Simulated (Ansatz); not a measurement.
Basis-set extrapolation for C2H8N2OSi2, SMILES `N[SiH2]C#C[SiH](N)O` (PBE0-D4/def2-TZVP geometry, frozen core, Ansatz 0.2.0). Multiplicity 1, RHF reference.

```
                      def2-TZVPP   def2-QZVPP
                 HF  -842.254156  -842.285166
    MP2 correlation    -1.202011    -1.290759
CCSD(T) correlation    -1.299257      not run
```

Energies in hartree. Use E(X) = E(∞) + A·exp(−7.88·√X) for Hartree–Fock and E(X) = E(∞) + B·X^(−2.97) for correlation, with X = 3 and 4, and add CCSD(T) minus MP2 of the smaller set to the MP2 limit.

What is the CCSD(T) energy at the basis-set limit?

HF limit: -842.285166 + (-0.031010) × 0.13774 = -842.28944. MP2 limit: -1.290759 + (-0.088748) × 0.74074 = -1.35650. Higher-order term: -1.299257 − (-1.202011) = -0.09725. Total: -843.74319 hartree, 5.16 eV below CCSD(T)/def2-TZVPP.
